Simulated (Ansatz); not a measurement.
## Cost against result

The pair of CH4O (SMILES CO, atoms 1–6) and H2Te (SMILES [TeH2], atoms 7–9), both closed shells, in one local arrangement (a lower one may exist), relaxed at PBE0-D4/def2-TZVP:

C1  (-0.028, -0.300, -1.451)
O2  (0.402, 0.810, -0.690)
H3  (0.588, -1.147, -1.150)
H4  (0.107, -0.137, -2.526)
H5  (-1.078, -0.552, -1.259)
H6  (-0.135, 1.572, -0.919)
Te7  (0.659, 0.261, 2.312)
H8  (0.317, -0.246, 3.861)
H9  (-0.832, -0.260, 1.822)
(Å)

Interaction energies are counterpoise-corrected; the time is that of the whole pair.

Program: Ansatz 0.2.0. Basis: as named in each row. Cores are frozen in the correlated methods. Filled d shells of the heavier atoms are correlated. Core potentials replace the inner electrons of the atoms past krypton. The def2 sets are not built for correlating such inner shells, so the correlated values are less sure here. B3LYP uses VWN-RPA correlation. Extrapolation: Hartree–Fock as exp(−7.88 √X), correlation as X^−2.97.

Times are rough, for one single point on 4 threads of a shared host (Intel Xeon 6975P-C).

The estimate by CCSD(T) at an estimated basis limit (MP2 extrapolated from triple and quadruple zeta, plus CCSD(T) − MP2 in triple zeta) is -0.136 eV.

```
   method        basis  time (s)  interaction energy (eV)  method less estimate
    SPW92     def2-SVP   under 1                   -0.226                -0.089
   PBE-D4     def2-SVP   under 1                   -0.169                -0.033
  PBE0-D4     def2-SVP   under 1                   -0.162                -0.026
   PBE-D4  def2-TZVPPD         1                   -0.156                -0.020
revPBE-D4  def2-TZVPPD         1                   -0.150                -0.013
  PBE0-D4  def2-TZVPPD         1                   -0.147                -0.010
  BLYP-D4  def2-TZVPPD         1                   -0.154                -0.017
 B3LYP-D4  def2-TZVPPD         1                   -0.153                -0.017
 HSE06-D4  def2-TZVPPD         1                   -0.145                -0.009
r2SCAN-D4  def2-TZVPPD         2                   -0.140                -0.004
  CCSD(T)     def2-SVP         2                   -0.070                 0.066
  wB97M-V     def2-SVP         2                   -0.154                -0.017
   B2PLYP  def2-TZVPPD         3                   -0.088                 0.049
  wB97X-V  def2-TZVPPD         3                   -0.140                -0.004
   B97M-V  def2-TZVPPD         4                   -0.158                -0.021
  wB97M-V  def2-TZVPPD         4                   -0.145                -0.008
      MP2  def2-QZVPPD        11                   -0.140                -0.004
  CCSD(T)  def2-TZVPPD        37                   -0.115                 0.021
```

No T1 diagnostic of these runs exceeds 0.011.
